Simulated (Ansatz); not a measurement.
Caution, from a PySCF single point (B3LYP-D3(BJ)/def2-TZVPD) at this geometry: the highest occupied level lies above zero, so the state may not be bound. This singlet lies 0.93 eV below the relaxed triplet at the level frozen-core CCSD(T)/aug-cc-pVTZ // B3LYP-D3(BJ)/def2-TZVPD (Ansatz, a quantum-chemistry and plane-wave program).

A geometry relaxed with B3LYP-D3(BJ)/def2-TZVPD in Ansatz, charge -1, multiplicity 1:

```xyz
5

B      0.8295    -0.5441     0.2353
N     -0.5093    -0.0942     0.0136
F      1.7150     0.4768    -0.1046
H     -0.7319     0.8404    -0.3410
H     -1.3032    -0.6789     0.1967
```

**Question.** Write the SMILES of this molecule.

**Answer.** `N[B-]F`
